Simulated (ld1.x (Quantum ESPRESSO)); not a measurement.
**What one change does to a pseudopotential (Ge (Z = 32), ultrasoft)**

* Element: Ge
* Generator: ld1.x (Quantum ESPRESSO) 7.5
* Type: ultrasoft
* Functional: PBEsol
* Relativity: scalar-relativistic
* Frozen core: [Ar]
* Valence charge: 14
* Reference configuration: 3d10 4s2 4p2
* Partial waves: 4s (bound): rcut 1.75, rcutus 2.00 bohr; 4s channel at 1.8 Ry: rcut 1.75, rcutus 2.00 bohr; 4p (bound): rcut 2.40, rcutus 2.65 bohr; 4p channel at 0.45 Ry: rcut 2.40, rcutus 2.65 bohr; 3d (bound): rcut 0.80, rcutus 0.90 bohr; 3d channel at -0.45 Ry: rcut 0.80, rcutus 0.90 bohr
* Local potential: all-electron potential smoothed inside 1.40 bohr (lloc = -2)
* Core correction: Bessel-smoothed model core, default radius (core density twice the valence density)
* Augmentation charge: PSQ, inside the norm-conserving radii

Change: all radii but the core radius scaled by about 1.29 (s 2.58, p 3.42, d 1.16 bohr, rcut 2.26/3.10/1.04); local potential all-electron potential smoothed inside 1.80 bohr (lloc = -2).

Cutoffs: the cutoffs (Ry, on a coarse ladder) from which the occupation-weighted sum of valence levels, in a spherical-Bessel basis at the reference potential, stays within 10 and 1 mRy of its value at 400 Ry; they do not see the model core or the augmentation charge, which bear on the density cutoff. Errors are all-electron minus pseudo energies relative to the spin-unpolarised reference configuration.

How do hardness, ghosts and transferability respond?

Of the 7 tests that both files solve, the error grows in 6 and shrinks in 1 by more than 15 % and 0.3 meV (median size 4.5 → 13.3 meV); neither file shows a bound ghost.

| quantity | base | changed |
| --- | --- | --- |
| cutoff, loose | 200 Ry | 110 Ry |
| cutoff, tight | over 300 Ry | 180 Ry |
| loose cutoff by channel (10 mRy a level) | s 6 Ry, p 6 Ry, d 120 Ry | s 6 Ry, p 6 Ry, d 70 Ry |
| bound ghosts | none | none |
| error for 3d10 4s2 4p1, meV [ΔE 7.45 eV] | -3.2 | -12 |
| error for 3d10 4s2 4p0, meV [ΔE 22.90 eV] | -21 | -90 |
| error for 3d10 4s1 4p0, meV [ΔE 57.69 eV] | -77 | -266 |
| error for 3d10 4s2 4p1.5, meV [ΔE 2.80 eV] | -0.7 | -1.9 |
| error for 3d9 4s2 4p2, meV [ΔE 38.69 eV] | -520 | -665 |
| error for 3d10 4s1 4p3, meV [ΔE 7.98 eV] | +1.3 | +13 |
| error for 3d10 4s1 4p2, meV [ΔE 16.18 eV] | -4.5 | +0.9 |
| lowest overlap eigenvalue by channel | s 0.42, p 0.69, d 0.99 | s 0.51, p 0.14, d 1.00 |
